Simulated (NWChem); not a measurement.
System: GaNH3OCl; SMILES [NH2][Ga]([OH])[Cl]

Input file for NWChem:

```
start job
memory heap 200 mb stack 900 mb global 1100 mb
geometry units angstroms noautosym nocenter noautoz
  Ga     0.068505    -0.377369    -0.030425
  Cl    -0.131561     1.761523    -0.004703
  O      1.689204    -1.092844     0.054680
  H      2.397048    -0.442168     0.097110
  N     -1.384525    -1.420240    -0.114815
  H     -1.338038    -2.428844    -0.174324
  H     -2.323831    -1.057175    -0.203744
end
basis spherical
  Ga library pcsseg-1
  Cl library pcsseg-1
  O library pcsseg-1
  H library pcsseg-1
  N library pcsseg-1
end
dft
  xc xpbe96 cpbe96
  iterations 150
end
property
  shielding
end
task dft property
```

Parts of the log:

```
             Northwest Computational Chemistry Package (NWChem) 7.3.0
             --------------------------------------------------------

                             Geometry "geometry" -> ""
                             -------------------------

 Output coordinates in angstroms (scale by  1.889725989 to convert to a.u.)

  No.       Tag          Charge          X              Y              Z
 ---- ---------------- ---------- -------------- -------------- --------------
    1 Ga                  31.0000     0.06850500    -0.37736900    -0.03042500
    2 Cl                  17.0000    -0.13156100     1.76152300    -0.00470300
    3 O                    8.0000     1.68920400    -1.09284400     0.05468000
    4 H                    1.0000     2.39704800    -0.44216800     0.09711000
    5 N                    7.0000    -1.38452500    -1.42024000    -0.11481500
    6 H                    1.0000    -1.33803800    -2.42884400    -0.17432400
    7 H                    1.0000    -2.32383100    -1.05717500    -0.20374400

 Effective nuclear repulsion energy (a.u.)     360.1679983772

  pbe96 is a nonlocal functional; adding pw91lda local functional.
                              NWChem Property Module
                              ----------------------

  itol2e modified to match energy
  convergence criterion.

                                 NWChem DFT Module
                                 -----------------

 Summary of "ao basis" -> "ao basis" (spherical)
 ------------------------------------------------------------------------------
       Tag                 Description            Shells   Functions and Types
 ---------------- ------------------------------  ------  ---------------------
 Ga                         pcsseg-1                15       41   5s7p3d
 Cl                         pcsseg-1                10       24   4s5p1d
 O                          pcsseg-1                 7       17   3s3p1d
 H                          pcsseg-1                 3        5   2s1p
 N                          pcsseg-1                 7       17   3s3p1d

  itol2e modified to match energy
  convergence criterion.

[...]

          -----------------------------------------
          Chemical Shielding Tensors (GIAO, in ppm)
          -----------------------------------------

                                NWChem CPHF Module
                                ------------------

  scftype          =     RHF
  nclosed          =       33
  nopen            =        0
  variables        =     2673
  # of vectors     =        3
  tolerance        = 0.10D-03
  level shift      = 0.00D+00
  max iterations   =       50
  max subspace     =       30

 SCF residual:    3.2111519482898516E-005

Iterative solution of linear equations
  No. of variables     2673
  No. of equations        3
  Maximum subspace       30
        Iterations       50
       Convergence  1.0D-04

   iter   nsub   residual    time
   ----  ------  --------  ---------
     1      3    6.96D-06      67.3

      Atom:    1  Ga
        Diamagnetic
   2641.8520     -0.3231      0.1042
     -0.3231   2646.1367      0.0888
      0.1042      0.0888   2639.7941

        Paramagnetic
  -1121.3870     75.1155     25.9849
     75.1155  -1278.9277      9.1556
     25.9849      9.1556  -1538.8909

        Total Shielding Tensor
   1520.4650     74.7924     26.0891
     74.7924   1367.2090      9.2444
     26.0891      9.2444   1100.9032

           isotropic =    1329.5258
          anisotropy =     334.6230

          Principal Components and Axis System
                 1           2           3
             1552.6077   1336.7655   1099.2040

      1         0.9246     -0.3764     -0.0586
      2         0.3760      0.9264     -0.0181
      3         0.0611     -0.0053      0.9981

      Atom:    2  Cl
        Diamagnetic
   1145.2584     -1.0293      0.0254
     -1.0293   1156.0876      0.1409
      0.0254      0.1409   1144.4572

        Paramagnetic
   -322.4212    -27.0367     -5.8307
    -27.0367    -94.2970      1.9440
     -5.8307      1.9440   -231.2408

        Total Shielding Tensor
    822.8372    -28.0660     -5.8053
    -28.0660   1061.7906      2.0849
     -5.8053      2.0849    913.2165

           isotropic =     932.6147
          anisotropy =     198.7162

          Principal Components and Axis System
                 1           2           3
             1065.0922    913.4922    819.2598

      1        -0.1155     -0.0563      0.9917
      2         0.9931     -0.0247      0.1143
      3         0.0180      0.9981      0.0587

      Atom:    3  O
        Diamagnetic
    410.2560      0.3788      2.0484
      0.3788    387.5924      0.1094
      2.0484      0.1094    373.0703

        Paramagnetic
   -151.2351    -63.5858     -3.9094
    -63.5858   -138.0442     -4.1493
     -3.9094     -4.1493    -94.1683

        Total Shielding Tensor
    259.0210    -63.2070     -1.8610
    -63.2070    249.5482     -4.0399
     -1.8610     -4.0399    278.9020

           isotropic =     262.4904
          anisotropy =      82.8418

          Principal Components and Axis System
                 1           2           3
              317.7182    279.0551    190.6978

      1         0.7318     -0.0588      0.6790
      2        -0.6806     -0.0108      0.7326
      3         0.0358      0.9982      0.0479

      Atom:    4  H
        Diamagnetic
     43.3204      8.0873      1.3929
      8.0873     29.5010      0.5262
      1.3929      0.5262     18.5772

        Paramagnetic
     -3.5831     -3.0851     -0.3773
     -3.0851     -2.8875     -0.2203
     -0.3773     -0.2203      3.0806

[...]
```

Level: PBE/pcSseg-1, GIAO. The geometry was optimised at PBE0/def2-SVP. The printed shielding anisotropy is the first printed principal value minus the mean of the other two.
